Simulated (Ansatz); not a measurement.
`O[SiH2]S[SiH](Cl)Cl` + `C[SiH](S)Cl` → `O[SiH2][SiH](S)Cl` + `CS[SiH](Cl)Cl`  (redistribution)

Calculated with Ansatz (gas phase, PBE0-D4/def2-TZVP geometries, no zero-point term in ΔE). CBS: MP2 limit from def2 TZ/QZ plus the TZ coupled-cluster correction, frozen cores. DFT in def2-TZVPP. Each species was taken in one conformer, which may not be the lowest.

CCSD(T)/CBS gives +143.8 kJ/mol.

(1) Another level gave +126.6 kJ/mol. Which?
A. PBE0/def2-TZVPP
B. PBE/def2-TZVPP
C. SCS-MP2/def2-TZVPP
D. r2SCAN-D4/def2-TZVPP

Largest T1 diagnostic among the species: 0.012.

## Answers

(1) B. PBE 126.6, SCS-MP2/def2-TZVPP 147.4, r2SCAN-D4 142.3, PBE0 134.3 kJ/mol.

From PBE to PBE0 (25 % exact exchange), in def2-TZVPP and without D4, ΔE moves by +7.7 kJ/mol.
